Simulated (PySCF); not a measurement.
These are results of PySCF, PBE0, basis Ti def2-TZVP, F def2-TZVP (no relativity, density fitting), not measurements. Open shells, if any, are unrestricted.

Task: What shape and geometry does isolated doublet TiF3 take (every ligand bound to Ti)?

Result: Formally Ti is in oxidation state +3, d1, with 1 unpaired electron. The Mulliken spin on Ti is 1.04. The polar-tensor charge on Ti, 2.16, is below the formal one. The lowest minimum found is a doublet of D3h symmetry with Ti–F 1.769 Å (×3); F–Ti–F 120.0° (×3). Its harmonic wavenumbers are 101 (a2''), 177 (e'), 662 (a1'), 773 (e') cm⁻¹ and its dipole moment is 0.00 D.

This need not be the most stable arrangement of these atoms. Other spin states or occupations of the open shell can lie lower.
